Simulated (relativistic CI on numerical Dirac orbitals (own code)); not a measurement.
## d1 to d9 in one octahedral field

Computed with a parametric ligand-field model without spin-orbit coupling, by exact diagonalisation: B = 540, C = 2530, 10Dq = 28700 cm⁻¹ (Oh; |10Dq|/B = 53.1) for every shell. Energies in cm⁻¹; the field energy is (0.6 n_e − 0.4 n_t2) × 10Dq of the ground term; g labels are left out. So small a B with so large a field is typical of 4d and 5d ions, where spin-orbit coupling, left out here, reaches 1,000 to 4,000 cm⁻¹.

| Shell | Ground term | Electrons in e | Field energy | First spin-allowed bands | Lowest term of other spin |
| --- | --- | --- | --- | --- | --- |
| d1 | 2T2 | 0.000 | -11480 | 2E 28700 |  |
| d2 | 3T1 | 0.009 | -22700 | 3T2 27390, 3T1 34180 | 1T2 8486 |
| d3 | 4A2 | 0.000 | -34440 | 4T2 28700, 4T1 34748 | 2E 11876 |
| d4 | ? | ? | ? | ? | ? |
| d5 | 2T2 | 0.030 | -56547 | 2A2 25513, 2T1 25697 | 4T1 16808 |
| d6 | 1A1 | 0.024 | -68195 | 1T1 26843, 1T2 34544 | 3T1 21532 |
| d7 | 2E | 1.016 | -51206 | 2T1 26705, 2T2 27353 | 4T1 16691 |
| d8 | 3A2 | 2.000 | -34440 | 3T2 28700, 3T1 34748 | 1E 9320 |
| d9 | 2E | 3.000 | -17220 | 2T2 28700 |  |

(1) Fill in the row of d4.

Answers

(1) Ground term: 3T1; Electrons in e: 0.016; Field energy: -45466; First spin-allowed bands: 3E 26276, 3T1 26923; Lowest term of other spin: 1T2 7376. Low spin: d4, d5, d6, d7; the other shells keep the spin of the free ion. Only d4 to d7 can choose; the field needed to pair spins is smallest for d6 and largest for d5, which loses most exchange energy. In the strong-field picture 10Dq must exceed about 6B + 5C = 15890 (d4), 7.5B + 5C = 16700 (d5), 2.5B + 4C = 11470 (d6) and 4B + 4C = 12280 (d7); mixing of terms shifts these bounds somewhat.
